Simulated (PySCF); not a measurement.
AsGa (SMILES [Ga]=[As]), triplet, at a GFN2-xTB geometry (such geometries of metal compounds can be far from the true shape), atoms displaced at random by about 0.08 Å a coordinate; PBE0/STO-3G, gradient run with PySCF.

Here is a job for PySCF.
```python
from pyscf import gto, scf, dft

mol = gto.Mole()
mol.atom = '''
    Ga    0.16307782   -0.15020716   -1.34926760
    As    0.10685121    0.11561361    0.96925717
'''
mol.basis = 'sto-3g'
mol.spin = 2
mol.verbose = 4
mol.build()

mf = dft.UKS(mol)
mf.xc = 'pbe0'
mf.grids.level = 5
mf.kernel()
g = mf.nuc_grad_method()
g.grid_response = False
grad = g.kernel()
```

Question: What does PySCF print? Leave out banner, timings and long lists.

Answer: 
```
PySCF version 2.14.0

[INPUT] verbose = 4
[INPUT] num. atoms = 2
[INPUT] num. electrons = 64
[INPUT] charge = 0
[INPUT] spin (= nelec alpha-beta = 2S) = 2
[INPUT] symmetry False subgroup None
[INPUT] Mole.unit = angstrom
[INPUT] Symbol           X                Y                Z      unit          X                Y                Z       unit  Magmom
[...]
nuclear repulsion = 231.901336147435
number of shells = 16
number of NR pGTOs = 108
number of NR cGTOs = 36
basis = sto-3g
ecp = {}

******** <class 'pyscf.dft.uks.UKS'> ********
method = UKS
initial guess = minao
damping factor = 0
level_shift factor = 0
DIIS = <class 'pyscf.scf.diis.CDIIS'>
diis_start_cycle = 1
diis_space = 8
diis_damp = 0
SCF conv_tol = 1e-09
SCF conv_tol_grad = None
SCF max_cycles = 50
direct_scf = True
direct_scf_tol = 1e-13
number electrons alpha = 33  beta = 31
XC library pyscf.dft.libxc version 7.1.2
    S. Lehtola, C. Steigemann, M. J. T. Oliveira, and M. A. L. Marques,  SoftwareX 7, 1–5 (2018)
XC functionals = pbe0
    C. Adamo and V. Barone,  J. Chem. Phys. 110, 6158 (1999)
    M. Ernzerhof and G. E. Scuseria,  J. Chem. Phys. 110, 5029 (1999)
radial grids:
    Treutler-Ahlrichs [JCP 102, 346 (1995); DOI:10.1063/1.469408] (M4) radial grids

becke partition: Becke, JCP 88, 2547 (1988); DOI:10.1063/1.454033
pruning grids: <function nwchem_prune>
grids dens level: 5
symmetrized grids: False
atomic radii adjust function: <function treutler_atomic_radii_adjust>
small_rho_cutoff = 0
Set gradient conv threshold to 3.16228e-05
tot grids = 90016
init E= -4107.36010433811

cycle= 1 E= -4112.0722775068  delta_E= -4.71  |g|= 0.318  |ddm|= 1.61
cycle= 2 E= -4098.28357302145  delta_E= 13.8  |g|= 3.86  |ddm|= 4.04
cycle= 3 E= -4108.79919954636  delta_E= -10.5  |g|= 2.25  |ddm|= 2.41
cycle= 4 E= -4109.24927902313  delta_E= -0.45  |g|= 1.99  |ddm|= 0.246
cycle= 5 E= -4111.61801947484  delta_E= -2.37  |g|= 0.556  |ddm|= 1.82
cycle= 6 E= -4112.33780399423  delta_E= -0.72  |g|= 0.0918  |ddm|= 1.99
cycle= 7 E= -4112.34349571652  delta_E= -0.00569  |g|= 0.121  |ddm|= 0.421
cycle= 8 E= -4112.35768148885  delta_E= -0.0142  |g|= 0.0289  |ddm|= 0.199
cycle= 9 E= -4112.35870912836  delta_E= -0.00103  |g|= 0.023  |ddm|= 0.142
cycle= 10 E= -4112.35943036467  delta_E= -0.000721  |g|= 0.00333  |ddm|= 0.0704
cycle= 11 E= -4112.35949390117  delta_E= -6.35e-05  |g|= 0.0024  |ddm|= 0.0217
cycle= 12 E= -4112.35955695746  delta_E= -6.31e-05  |g|= 0.00226  |ddm|= 0.0212
[...]
cycle= 26 E= -4112.36021353163  delta_E= -3.94e-07  |g|= 4.7e-05  |ddm|= 0.00739
cycle= 27 E= -4112.36021369275  delta_E= -1.61e-07  |g|= 4.48e-05  |ddm|= 0.00337
cycle= 28 E= -4112.36021376533  delta_E= -7.26e-08  |g|= 4.41e-05  |ddm|= 0.00149
cycle= 29 E= -4112.36021380927  delta_E= -4.39e-08  |g|= 4.42e-05  |ddm|= 0.000908
cycle= 30 E= -4112.36021397401  delta_E= -1.65e-07  |g|= 4.08e-05  |ddm|= 0.00335
cycle= 31 E= -4112.36021415708  delta_E= -1.83e-07  |g|= 3.88e-05  |ddm|= 0.00394
cycle= 32 E= -4112.3602143341  delta_E= -1.77e-07  |g|= 3.67e-05  |ddm|= 0.00399
cycle= 33 E= -4112.36021461368  delta_E= -2.8e-07  |g|= 3.37e-05  |ddm|= 0.00666
cycle= 34 E= -4112.36021494454  delta_E= -3.31e-07  |g|= 3.25e-05  |ddm|= 0.00906
cycle= 35 E= -4112.36021514899  delta_E= -2.04e-07  |g|= 2.87e-05  |ddm|= 0.00595
cycle= 36 E= -4112.36021533803  delta_E= -1.89e-07  |g|= 2.67e-05  |ddm|= 0.00604
cycle= 37 E= -4112.36021575668  delta_E= -4.19e-07  |g|= 2.12e-05  |ddm|= 0.0162
cycle= 38 E= -4112.36021589327  delta_E= -1.37e-07  |g|= 1.87e-05  |ddm|= 0.00715
cycle= 39 E= -4112.36021595362  delta_E= -6.04e-08  |g|= 1.55e-05  |ddm|= 0.00356
cycle= 40 E= -4112.36021598989  delta_E= -3.63e-08  |g|= 1.48e-05  |ddm|= 0.00224
cycle= 41 E= -4112.36021602538  delta_E= -3.55e-08  |g|= 1.35e-05  |ddm|= 0.0023
cycle= 42 E= -4112.36021603298  delta_E= -7.6e-09  |g|= 1.28e-05  |ddm|= 0.000541
cycle= 43 E= -4112.3602160438  delta_E= -1.08e-08  |g|= 1.25e-05  |ddm|= 0.000713
cycle= 44 E= -4112.36021604684  delta_E= -3.05e-09  |g|= 1.23e-05  |ddm|= 0.000309
cycle= 45 E= -4112.36021605116  delta_E= -4.32e-09  |g|= 1.19e-05  |ddm|= 0.000561
cycle= 46 E= -4112.36021604921  delta_E= 1.95e-09  |g|= 1.18e-05  |ddm|= 0.000487
cycle= 47 E= -4112.36021605095  delta_E= -1.74e-09  |g|= 1.18e-05  |ddm|= 0.000347
cycle= 48 E= -4112.36021605183  delta_E= -8.83e-10  |g|= 1.17e-05  |ddm|= 0.000191
Extra cycle  E= -4112.36021605409  delta_E= -2.26e-09  |g|= 1.17e-05  |ddm|= 0.000161
converged SCF energy = -4112.36021605409  <S^2> = 2.011719  2S+1 = 3.0078025

******** <class 'pyscf.grad.uks.Gradients'> for <class 'pyscf.dft.uks.UKS'> ********
unit = Eh/Bohr
grid_response = False
--------------- UKS gradients ---------------
         x                y                z
0 Ga     0.0015685770    -0.0070703816    -0.0612036230
1 As    -0.0014464817     0.0069853493     0.0612545504
----------------------------------------------
```
